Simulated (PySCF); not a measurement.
# Spin-rotation constants: `O=C[Si@H](O)CCl`, C$_{2}$H$_{5}$ClO$_{2}$Si

Molfile (atoms numbered from 1):
```
C2H5ClO2Si
     RDKit          3D

 11 10  0  0  0  0  0  0  0  0999 V2000
   -1.1275    2.2895   -0.8144 O   0  0  0  0  0  0  0  0  0  0  0  0
   -1.4199    1.2195   -0.3476 C   0  0  0  0  0  0  0  0  0  0  0  0
   -0.2915   -0.3289   -0.4094 Si  0  0  2  0  0  4  0  0  0  0  0  0
   -1.0891   -1.3650    0.5440 O   0  0  0  0  0  0  0  0  0  0  0  0
    1.4218    0.1249    0.3115 C   0  0  0  0  0  0  0  0  0  0  0  0
    2.3759   -1.3743    0.5313 Cl  0  0  0  0  0  0  0  0  0  0  0  0
   -2.4040    1.0926    0.1499 H   0  0  0  0  0  0  0  0  0  0  0  0
   -0.1138   -0.8244   -1.7710 H   0  0  0  0  0  0  0  0  0  0  0  0
   -0.7152   -2.1949    0.8354 H   0  0  0  0  0  0  0  0  0  0  0  0
    2.0014    0.7665   -0.3465 H   0  0  0  0  0  0  0  0  0  0  0  0
    1.3674    0.5972    1.2907 H   0  0  0  0  0  0  0  0  0  0  0  0
  1  2  2  0
  2  3  1  0
  3  4  1  0
  3  5  1  0
  5  6  1  0
  2  7  1  0
  3  8  1  6
  4  9  1  0
  5 10  1  0
  5 11  1  0
M  END
```

Method used: PySCF 2.14.0, GIAO PBE/pcSseg-1 magnetisability, rotational g tensor and spin-rotation constants, non-relativistic, gas phase. Geometry: GFN2-xTB.

(1) Give the nuclear spin-rotation constants along the inertial axes (H = +C I·J) beside the isotropic shieldings.

(2) How do the rotational constants and the g tensor change when H7, H8, H9, H10, H11 are replaced by deuterium?

Answers

(1) Rotational constants 4.3278, 1.1914, 0.9817 GHz. A star marks the isotopologue with that one atom substituted, in its own axes.
| atom | isotope | Caa (kHz) | Cbb (kHz) | Ccc (kHz) | mean (kHz) | σ (ppm) |
| --- | --- | --- | --- | --- | --- | --- |
| Cl6 | 35Cl | 0.186 | 0.226 | 0.146 | 0.186 | 930.5 |
| H7 | 1H | -0.096 | 0.073 | -0.035 | -0.019 | 19.0 |
| H8 | 1H | -0.354 | -0.124 | 0.051 | -0.142 | 26.8 |
| H9 | 1H | -0.102 | -0.092 | -0.125 | -0.106 | 29.1 |
| H10 | 1H | -0.502 | 0.018 | -0.078 | -0.187 | 28.7 |
| H11 | 1H | -0.498 | -0.125 | 0.041 | -0.194 | 28.6 |
| O1 | 17O* | -3.482 | -1.734 | -0.192 | -1.803 | -611.3 |
| C2 | 13C* | 2.200 | 0.759 | 0.338 | 1.099 | -66.4 |
| Si3 | 29Si* | -2.804 | -0.631 | -0.587 | -1.341 | 384.1 |
| O4 | 17O* | -0.255 | -0.113 | -0.045 | -0.138 | 314.7 |
| C5 | 13C* | 0.651 | 0.215 | 0.191 | 0.352 | 146.2 |

For the geometry as given, no vibrational averaging.

(2) Constants 3.7901, 1.1497, 0.9448 GHz; g -0.0474, -0.0275, -0.0150, against -0.0542, -0.0285, -0.0156 before.
